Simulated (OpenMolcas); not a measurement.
## Au3+: effect of the metal basis

Au3+ with 6 ligands (water) in octahedral coordination (Th) at 2.21 Å.

```json
{
  "Program": "OpenMolcas 26.06",
  "Method": "CASSCF",
  "Spin-orbit coupling": "state interaction with AMFI integrals over the reference wave functions"
}
```

Fixed: ligand basis ANO-RCC-VDZP, active space 8 electrons in 5 orbitals (5d), DKH2 Hamiltonian.

States (labels of O, taken over from Oh, the nearest higher group). Energies in cm-1 above the lowest state or level, χT in cm3 K/mol; 10Dq and B are least-squares fits to the states below 45000 cm-1, weighted by degeneracy, with a free offset, and given where the rms deviation is under 5 % of |10Dq| (or 100 cm-1) and under 700 cm-1.

```tsv
Run	Metal basis	Ground state	First state of that spin	10Dq	B (rms of fit)	First gap with spin-orbit (degeneracies)	χT at 300 K	First state of another spin	Cost
A	ANO-RCC-VDZP	3A2	3T2 17548	17323	808 (105)	9551 (3, 2)	1.658	1E 11645	roughly 50 core-seconds
B	ANO-RCC-VTZP	3A2	3T2 17261	17224	801 (71)	9600 (3, 2)	1.673	1E 11754	roughly 90 core-seconds
```

Against A, |10Dq| changes by -0.6 % in B.

Costs are those of the RASSCF and RASSI steps.

Without dynamic correlation the repulsion within the d shell is too large (B by tens of per cent), so at a given field states of lower spin stand too high. Real 4d8 and 5d8 ions are as a rule square planar and diamagnetic. With metal d orbitals alone the field can be off either way by tens of per cent. Ligand-to-metal charge-transfer states are missing. With no ligand orbital active B as a rule stays too high, so bands that hang on it stand too high and its fall with covalency is understated. The least metal-like active orbital is 78 % on the metal (Löwdin) and no ligand orbital is active, so the numbers are rough (holds for A). The least metal-like active orbital is 80 % on the metal (Löwdin) and no ligand orbital is active, so the numbers are rough (holds for B). No measured value stands beside these numbers; the geometry is a model, was not optimised and need not be the one that this ion takes.
